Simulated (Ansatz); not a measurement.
The lowest doublet and quartet of NO (SMILES [N]=O); geometries from B3LYP-D3(BJ)/def2-TZVP, each state relaxed from the structure named, with no frequency check.
Doublet (charge 0, multiplicity 2):
```xyz
2

N      0.000     0.000    -0.611
O      0.000     0.000     0.534
```
Quartet (charge 0, multiplicity 4):
```xyz
2

N      0.00000     0.00000    -0.75733
O      0.00000     0.00000     0.66267
```

A positive gap puts the quartet lower; no zero-point energy. U- takes an unrestricted doublet. The quartet is unrestricted in single-reference levels. Active spaces average the two states.

Correlated levels freeze the cores.

Run with Ansatz (Gaussian basis) for Hartree–Fock, density functionals and correlated methods. Each number belongs to the level named beside it.

| level | gap E(doublet) − E(quartet), adiabatic (kcal/mol) |
|---|---|
| U-BHLYP/def2-TZVPP | (withheld) |
| U-wB97X-V/def2-TZVPP | -108.32 |
| U-wB97M-V/def2-TZVPP | -109.64 |
| U-MP2/cc-pVDZ | -113.57 |
| U-MP2/cc-pVTZ | (withheld) |
| U-SCS-MP2/cc-pVTZ | -114.72 |
| U-CCSD/cc-pVQZ | -105.12 |
| FIC-MRCISD+Q on SA-CASSCF(11,8)/cc-pVDZ | -103.85 |
| FIC-MRCISD+Q on SA-CASSCF(11,8)/cc-pVQZ | -109.53 |

Q: Some entries are withheld; supply them.

A: 
- U-BHLYP/def2-TZVPP, gap E(doublet) − E(quartet), adiabatic (kcal/mol): -96.64
- U-MP2/cc-pVTZ, gap E(doublet) − E(quartet), adiabatic (kcal/mol): -117.59

Ansatz is an electronic-structure program.
